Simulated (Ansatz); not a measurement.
Basis-set extrapolation for C₂H₃AlO₂ (`O=[C]1[CH2][Al]1[OH]`) (PBE0-D4/def2-TZVP geometry, frozen core, Ansatz 0.2.0). Multiplicity 1, RHF reference.

```tsv
	def2-TZVPP	def2-QZVPP
HF	-469.198016	-469.215639
MP2 correlation	-0.869489	-0.933769
CCSD(T) correlation	-0.921940	not run
```

Energies in hartree. Use E(X) = E(∞) + A·exp(−7.88·√X) for Hartree–Fock and E(X) = E(∞) + B·X^(−2.97) for correlation, with X = 3 and 4, and add CCSD(T) minus MP2 of the smaller set to the MP2 limit.

**Question.** What is the CCSD(T) energy at the basis-set limit?

**Answer.** HF limit: -469.215639 + (-0.017623) × 0.13774 = -469.21807. MP2 limit: -0.933769 + (-0.064280) × 0.74074 = -0.98138. Higher-order term: -0.921940 − (-0.869489) = -0.05245. Total: -470.25190 hartree, 3.59 eV below CCSD(T)/def2-TZVPP.
